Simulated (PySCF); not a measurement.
Cd(Br)(Et) (C2H5BrCd), SMILES C[CH2][Cd][Br].

The structure is a stationary point at PBE0-D3(BJ)/def2-SVP. The def2 effective core potentials stand for the cores of Cd; spin–orbit coupling is left out. One conformer was computed; it need not be the lowest.

These are PBE/def2-TZVP (PySCF) values and carry that method's errors.

Symmetry labels are those of the subgroup Cs that the program uses (full group Cs).

Q: List the valence orbital energies around the gap with their symmetry. (An estimate is asked for; the answer gives what the named calculation found.)

A: 
```tsv
orbital	symmetry	energy (eV)
HOMO−7	A"	-10.88
HOMO−6	A'	-10.28
HOMO−5	A'	-9.33
HOMO−4	A"	-8.54
HOMO−3	A'	-8.22
HOMO−2	A'	-6.58
HOMO−1	A'	-6.58
HOMO	A"	-6.57
LUMO	A'	-1.75
LUMO+1	A'	-1.15
LUMO+2	A"	-1.06
LUMO+3	A'	0.57
```
